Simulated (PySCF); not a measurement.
# Computed spin Hamiltonian

Species: C6H8F2 (charge +1 and doublet state).
Cartesian coordinates in Å at the GFN2-xTB level; atoms count from 1:
```
atom  x, y, z in Å
C1     1.1600   -1.7559    0.4743
C2     0.6974   -0.5954    0.0282
C3     0.9139    0.3330   -1.1174
C4     0.1736    1.4601   -0.3887
C5    -0.2729    0.4184    0.6369
F6    -0.1196    0.6974    1.9444
C7    -1.7305   -0.1025    0.4258
F8    -1.9594   -0.3131   -0.8831
H9     0.7013   -2.2946    1.2921
H10    2.0593   -2.2016    0.0682
H11    0.4752    0.0102   -2.0647
H12    1.9803    0.5177   -1.2913
H13   -0.6102    1.9642   -0.9517
H14    0.8182    2.2156    0.0609
H15   -2.4026    0.6917    0.7804
H16   -1.8918   -1.0363    0.9742
```

The hyperfine couplings belong to this conformer and change with its torsions.

As a line formula: `C1[C@@](CF)([C](C1)[CH2+])F` [radical] (charge +1).

Level of theory: UKS B3LYP, pcH-1 on C F H, non-relativistic, mean-field spin-orbit, GIAO in PySCF. The structure is a single GFN2-xTB conformer in the gas phase; no vibrational or solvent corrections. Couplings are sensitive to structure, and on GFN2-xTB geometries they can be far from those on DFT ones, by a factor of two or more for some ions and for spin on atoms past the first row. The frame is twisted about the C1–C2 bond at this geometry (dihedral H10–C1–C2–C3 = 13°); couplings at other torsion angles weren't computed. The SCF solution wasn't tested for stability.

- g1, g2, g3: 2.00220, 2.00487, 2.00610
- g_iso: 2.00439
- Form of g: rhombic: the two nearest values differ by 32 % of g3 − g1
- ⟨S²⟩: 0.7562 (exact 0.7500)
- Basis functions: 280

Isotropic coupling and dipolar principal values T1 to T3, in MHz; ρ(0) is the spin density at the nucleus:

| atom | isotope | a_iso | T1 | T2 | T3 | Mulliken spin population | ρ(0) (bohr⁻³) |
| --- | --- | --- | --- | --- | --- | --- | --- |
| C1 | 13C | 22.0 | -39.2 | -36.7 | 75.9 | 0.45 | 0.0196 |
| C2 | 13C | -4.2 | -35.5 | -20.4 | 55.9 | 0.24 | -0.0037 |
| C3 | 13C | 11.9 | -8.4 | -7.6 | 16.0 | 0.03 | 0.0106 |
| C4 | 13C | -3.7 | -2.8 | -0.8 | 3.6 | 0.01 | -0.0033 |
| C5 | 13C | -9.9 | -13.1 | -12.4 | 25.5 | 0.05 | -0.0088 |
| F6 | 19F | 12.6 | -62.7 | -41.3 | 104.0 | 0.02 | 0.0030 |
| C7 | 13C | 30.7 | -12.3 | -12.1 | 24.3 | 0.08 | 0.0273 |
| F8 | 19F | 18.8 | -55.6 | -52.7 | 108.3 | 0.02 | 0.0045 |
| H9 | 1H | -0.2 | -17.4 | -6.3 | 23.7 | -0.01 | 0.0000 |
| H10 | 1H | 2.9 | -17.7 | -6.2 | 23.9 | -0.01 | 0.0007 |
| H11 | 1H | 22.1 | -5.0 | -4.6 | 9.7 | 0.00 | 0.0049 |
| H12 | 1H | 176.1 | -6.4 | -1.9 | 8.3 | 0.07 | 0.0394 |
| H13 | 1H | 4.3 | -2.5 | -1.6 | 4.1 | 0.00 | 0.0010 |
| H14 | 1H | 18.6 | -2.2 | -1.7 | 3.9 | 0.01 | 0.0042 |
| H15 | 1H | 62.9 | -5.7 | -2.6 | 8.4 | 0.03 | 0.0141 |
| H16 | 1H | -5.4 | -6.3 | 0.4 | 5.9 | 0.00 | -0.0012 |

Largest spin populations (Mulliken): C1 (+0.45), C2 (+0.24), C7 (+0.08) and H12 (+0.07).

The SMILES `[CH2+][C]1CC[C@@]1(F)CF` draws the unpaired electron on C2, whose computed spin population is only +0.24.

Under fast tumbling the dipolar parts average out, and these isotropic splittings remain (the largest six): 1 × 1H (H12, I = 1/2, 2 lines) with 6.28 mT, 1 × 1H (H15, I = 1/2, 2 lines) with 2.24 mT, 1 × 1H (H11, I = 1/2, 2 lines) with 0.79 mT, 1 × 19F (F8, I = 1/2, 2 lines) with 0.67 mT, 1 × 1H (H14, I = 1/2, 2 lines) with 0.66 mT and 1 × 19F (F6, I = 1/2, 2 lines) with 0.45 mT.

H9 and H10 aren't averaged: C1 is flat or nearly so (angle sum 360°), and its turn about the short C1–C2 bond (1.33 Å) is taken as slow.

The 13C coupling of C7 (30.7 MHz) shows only in satellite lines or after enrichment, since that isotope makes up about 1.07 % of natural carbon.

Examples of negative spin density at the nucleus (bohr⁻³): C5 (-0.0088), C2 (-0.0037) and C4 (-0.0033).
